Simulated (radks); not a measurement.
All-electron atom: Rh7+ in [Kr] 4d2.

Method: Dirac Kohn-Sham, BLYP, spin-unpolarised, spherical densities, finite nucleus; open shells are shared between the two j in proportion to 2j + 1; Fermi nuclear charge, rms radius 4.4945 fm; computed with a radial shooting solver on a logarithmic mesh with Libxc functionals.

Energy parts (hartree):
part                        energy
total                  -4772.84381
kinetic                 4976.85127
electron-nucleus      -11392.21203
Hartree                 1778.01872
exchange-correlation    -135.50177

Orbitals (lengths in bohr, moments of r in powers of bohr; r(max) is where P^2 peaks):
orbital  occ.  eigenvalue (hartree)   r(max)  small-component weight
1s1/2       2             -850.6158  0.02117                2.71e-02
2s1/2       2             -127.0108   0.1199                5.62e-03
2p1/2       2             -117.9314  0.09292                5.64e-03
2p3/2       4             -112.6144  0.09700                5.43e-03
3s1/2       2             -26.17067   0.3514                1.55e-03
3p1/2       2             -22.61958   0.3379                1.50e-03
3p3/2       4             -21.70169   0.3476                1.44e-03
3d3/2       4             -15.41869   0.2891                1.33e-03
3d5/2       6             -15.23712   0.2919                1.32e-03
4s1/2       2              -7.01616   0.8670                4.15e-04
4p1/2       2              -5.88056   0.9036                3.72e-04
4p3/2       4              -5.71382   0.9253                3.59e-04
4d3/2     0.8              -3.90764    1.027                2.69e-04
4d5/2     1.2              -3.88239    1.034                2.67e-04
5s1/2       0              -2.88952    1.912                1.32e-04
5p1/2       0              -2.52198    2.070                1.18e-04
5p3/2       0              -2.47965    2.108                1.15e-04

The highest occupied level is 4d5/2 at -105.65 eV. Summed over all electrons, <r^2> = 15.31 bohr^2, which gives a Langevin (diamagnetic) susceptibility term of -12.1 x 10^-6 cm^3/mol.
